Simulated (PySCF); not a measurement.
Basis-set dependence of population analyses: `[AlH2][CH]1CC1`

C3H7Al.
Cartesian coordinates in Å at the PBE0-D3(BJ)/def2-SVP level; atoms count from 1:
```
atom  x, y, z in Å
Al1    1.8679    0.0018    0.2778
C2    -0.0245   -0.3200    0.5291
C3    -0.9220   -0.5417   -0.6826
C4    -1.0413    0.7232    0.0830
H5     2.3018    0.8272   -1.0167
H6     2.9666   -0.5262    1.3030
H7    -0.3390   -0.8861    1.4145
H8    -1.7202   -1.2833   -0.5847
H9    -0.4791   -0.5036   -1.6837
H10   -1.9228    0.8643    0.7153
H11   -0.6818    1.6478   -0.3812
```

PBE0 throughout (PySCF), one geometry, spherical d and f functions. Geometry: PBE0-D3(BJ)/def2-SVP, one conformer, isolated molecule. Atoms taken as equivalent share a column and are averaged.

Mulliken charges (e):

```json
{"basis": "pcSseg-0", "functions": "54", "Al1": "+1.053", "C2": "-0.924", "C3/C4": "-0.447", "H5/H6": "-0.257", "H7": "+0.268", "H8/H10": "+0.254", "H9/H11": "+0.251"}
{"basis": "6-31G*", "functions": "74", "Al1": "+0.420", "C2": "-0.403", "C3/C4": "-0.362", "H5/H6": "-0.114", "H7": "+0.187", "H8/H10": "+0.186", "H9/H11": "+0.188"}
{"basis": "cc-pVDZ", "functions": "95", "Al1": "+0.349", "C2": "-0.292", "C3/C4": "-0.050", "H5/H6": "-0.106", "H7": "+0.038", "H8/H10": "+0.051", "H9/H11": "+0.058"}
{"basis": "def2-SVP", "functions": "95", "Al1": "+0.616", "C2": "-0.452", "C3/C4": "-0.078", "H5/H6": "-0.176", "H7": "+0.075", "H8/H10": "+0.065", "H9/H11": "+0.069"}
{"basis": "6-311+G(2d,p)", "functions": "158", "Al1": "+0.631", "C2": "-0.426", "C3/C4": "-0.252", "H5/H6": "-0.138", "H7": "+0.108", "H8/H10": "+0.118", "H9/H11": "+0.116"}
{"basis": "aug-cc-pVDZ", "functions": "159", "Al1": "-0.046", "C2": "+0.388", "C3/C4": "+0.894", "H5/H6": "+0.070", "H7": "-0.399", "H8/H10": "-0.449", "H9/H11": "-0.487"}
{"basis": "def2-TZVP", "functions": "172", "Al1": "+0.342", "C2": "-0.284", "C3/C4": "-0.242", "H5/H6": "-0.097", "H7": "+0.123", "H8/H10": "+0.122", "H9/H11": "+0.126"}
{"basis": "IGLO-III", "functions": "219", "Al1": "+0.745", "C2": "-0.353", "C3/C4": "-0.244", "H5/H6": "-0.242", "H7": "+0.118", "H8/H10": "+0.120", "H9/H11": "+0.111"}
{"basis": "cc-pVTZ", "functions": "222", "Al1": "+0.305", "C2": "-0.196", "C3/C4": "-0.224", "H5/H6": "-0.106", "H7": "+0.103", "H8/H10": "+0.109", "H9/H11": "+0.114"}
```

IAO charges (e):

```
        basis  functions     Al1      C2   C3/C4   H5/H6      H7  H8/H10  H9/H11
     pcSseg-0         54  +0.688  -0.513  -0.275  -0.184  +0.155  +0.153  +0.142
       6-31G*         74  +0.717  -0.503  -0.263  -0.199  +0.145  +0.146  +0.137
      cc-pVDZ         95  +0.717  -0.503  -0.267  -0.199  +0.146  +0.147  +0.138
     def2-SVP         95  +0.740  -0.504  -0.257  -0.207  +0.143  +0.143  +0.133
6-311+G(2d,p)        158  +0.747  -0.519  -0.276  -0.207  +0.150  +0.152  +0.142
  aug-cc-pVDZ        159  +0.724  -0.508  -0.276  -0.201  +0.150  +0.152  +0.142
    def2-TZVP        172  +0.751  -0.520  -0.276  -0.208  +0.150  +0.152  +0.142
     IGLO-III        219  +0.752  -0.520  -0.277  -0.209  +0.151  +0.152  +0.142
      cc-pVTZ        222  +0.743  -0.518  -0.277  -0.206  +0.150  +0.152  +0.142
```

Hirshfeld charges (e):

```csv
basis,functions,Al1,C2,C3/C4,H5/H6,H7,H8/H10,H9/H11
pcSseg-0,54,+0.506,-0.195,-0.078,-0.171,+0.028,+0.043,+0.038
6-31G*,74,+0.468,-0.199,-0.077,-0.165,+0.038,+0.046,+0.043
cc-pVDZ,95,+0.494,-0.198,-0.083,-0.170,+0.035,+0.046,+0.042
def2-SVP,95,+0.504,-0.200,-0.084,-0.173,+0.035,+0.046,+0.042
"6-311+G(2d,p)",158,+0.515,-0.210,-0.093,-0.171,+0.037,+0.049,+0.045
aug-cc-pVDZ,159,+0.514,-0.210,-0.097,-0.171,+0.039,+0.051,+0.046
def2-TZVP,172,+0.507,-0.207,-0.093,-0.170,+0.038,+0.049,+0.045
IGLO-III,219,+0.510,-0.207,-0.097,-0.168,+0.038,+0.050,+0.045
cc-pVTZ,222,+0.506,-0.206,-0.092,-0.170,+0.037,+0.049,+0.045
```

Some averages cover members that differ in this geometry, most widely: H5/H6, Mulliken in aug-cc-pVDZ +0.057 to +0.084 e.

Task: Which scheme is steadiest as the basis changes?

Result: Largest range over the bases for any column: Hirshfeld 0.05 e, IAO 0.06 e, Mulliken 1.34 e. Hirshfeld charges move least and Mulliken charges most, counted in e.

Task: How much do the charges still move between the two largest bases, IGLO-III and cc-pVTZ?

Result: At most, over all atoms: Mulliken 0.440 e, IAO 0.009 e, Hirshfeld 0.005 e.

Task: What do the same runs give for the total energy, the frontier levels and the dipole moment?

Result: 
| basis | energy (Eh) | HOMO (eV) | LUMO (eV) | μ (D) |
| --- | --- | --- | --- | --- |
| pcSseg-0 | -360.0965 | -7.91 | -1.37 | 0.95 |
| 6-31G* | -360.6248 | -7.44 | -1.17 | 0.98 |
| cc-pVDZ | -360.6463 | -7.55 | -1.24 | 0.94 |
| def2-SVP | -360.4848 | -7.62 | -1.21 | 0.94 |
| 6-311+G(2d,p) | -360.6818 | -7.63 | -1.32 | 0.90 |
| aug-cc-pVDZ | -360.6542 | -7.62 | -1.35 | 0.93 |
| def2-TZVP | -360.6934 | -7.61 | -1.26 | 0.93 |
| IGLO-III | -360.6963 | -7.63 | -1.22 | 0.90 |
| cc-pVTZ | -360.6934 | -7.60 | -1.26 | 0.93 |
